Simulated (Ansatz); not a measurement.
Consider the ligand exchange at a B–C bond: `OCB(F)O[SiH3]` + HCl → `FB(Cl)O[SiH3]` + CH₃OH.

Gas-phase electronic energies from Ansatz, PBE0-D4/def2-TZVP geometries. CCSD(T)/CBS is the MP2 limit (def2-TZVPP, def2-QZVPP) plus CCSD(T) − MP2 in def2-TZVPP, frozen cores. This one scheme is used for every species. Each species was taken in one conformer, which may not be the lowest.

`OCB(F)O[SiH3]`:

```xyz
12

O     1.181    0.340   -0.790
C     1.119   -0.992   -0.312
B    -0.208   -1.179    0.516
F    -0.440   -2.376    1.052
O    -1.112   -0.211    0.714
Si   -1.327    1.381    0.301
H     1.984    0.466   -1.299
H     1.132   -1.724   -1.133
H     1.978   -1.238    0.330
H    -0.255    2.230    0.871
H    -2.622    1.761    0.918
H    -1.428    1.543   -1.167
```

HCl:

Z-matrix (Å, degrees):
```
Cl
H 1 1.279
```

`FB(Cl)O[SiH3]`:

```xyz
8

F    -0.652    0.438    1.985
B     0.513    0.451    1.353
Cl    1.933    0.925    2.267
O     0.615    0.116    0.066
Si   -0.399   -0.378   -1.153
H    -0.323    0.636   -2.229
H     0.100   -1.685   -1.636
H    -1.788   -0.503   -0.653
```

CH₃OH:

Z-matrix (Å, degrees):
```
C
O 1 1.409
H 1 1.097 2 112.4
H 1 1.090 2 107.0 3 -118.5
H 1 1.097 2 112.4 3 123.0
H 2 0.959 1 108.5 3 -61.6
```

| species | MP2/CBS(def2) energy (Eh) |
| --- | --- |
| `OCB(F)O[SiH3]` | -605.74574 |
| HCl | -460.35267 |
| `FB(Cl)O[SiH3]` | -950.54245 |
| CH₃OH | -115.58363 |

Q: Work out ΔE.

A: ΔE = (-950.54245) + (-115.58363) − (-605.74574) − (-460.35267) = -0.02767 Eh = -0.75 eV. CCSD(T)/CBS gives -0.70 eV.

Largest T1 diagnostic among the species: 0.012.

In def2-TZVPP, CCSD(T) changes the Hartree–Fock value by +0.12 eV (the triples alone add +0.00 eV) and MP2 by +0.07 eV. The D4 term adds +0.06 eV with B3LYP and +0.03 eV with PBE0; it sums over pairs of atoms, weighted by their polarisabilities, and B3LYP, whose exchange is more repulsive, gets the larger term.

B3LYP here is the variant with VWN-RPA as its local correlation; programs differ in this.
